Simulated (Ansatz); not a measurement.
Coupled-cluster diagnostics for `C=CCCCCCCCCC[Si](Cl)(Cl)Cl`, Ansatz.

Geometry of the singlet (PBE-D4/def2-SVP):

```xyz
36

C    -0.889   -3.063    4.984
C    -1.060   -3.025    3.651
C    -2.341   -2.659    2.953
C    -2.273   -1.341    2.154
C    -1.287   -1.349    0.983
C    -1.289   -0.052    0.170
C    -0.308   -0.060   -1.005
C    -0.302    1.242   -1.812
C     0.601    1.223   -3.053
C     2.086    0.930   -2.790
C     2.788    1.885   -1.808
Si    2.904    3.684   -2.320
Cl    3.426    3.829   -4.321
Cl    1.131    4.727   -2.043
Cl    4.359    4.629   -1.188
H    -1.718   -2.833    5.676
H     0.079   -3.330    5.437
H    -0.197   -3.267    3.003
H    -3.158   -2.590    3.703
H    -2.623   -3.479    2.253
H    -3.291   -1.111    1.767
H    -2.015   -0.511    2.849
H    -0.256   -1.539    1.357
H    -1.522   -2.206    0.309
H    -2.317    0.146   -0.209
H    -1.051    0.804    0.842
H     0.713   -0.273   -0.616
H    -0.549   -0.912   -1.681
H    -0.018    2.090   -1.150
H    -1.341    1.470   -2.137
H     0.505    2.197   -3.582
H     0.223    0.458   -3.766
H     2.200   -0.105   -2.401
H     2.631    0.949   -3.757
H     2.315    1.871   -0.802
H     3.844    1.573   -1.651
```

Correlated methods freeze 31 core orbitals.

(1) Estimate the CCSD(T) correlation energy, the shares of MP2 and (T), T1 and the reference's ⟨S²⟩ for: charge 0, singlet, own geometry in def2-SVP; and the rough time on 2 threads of AMD EPYC 7R13 on a shared host and a share (18 GiB) of an NVIDIA H100 80GB HBM3.

## Answers

(1) 
```csv
state,basis,correlation (eV),MP2 share (%),(T) share (%),T1,⟨S²⟩ (pure),wall time,remarks
"charge 0, singlet, own geometry",def2-SVP,-62.287,89.4,3.0,0.008,0.00 (0.00),29 s,restricted SCF unstable
```
Customary marks for T1 are 0.02 (closed shells), 0.045 (open shells) and about 0.05 (3d metals). T1 stays under 0.02 throughout.
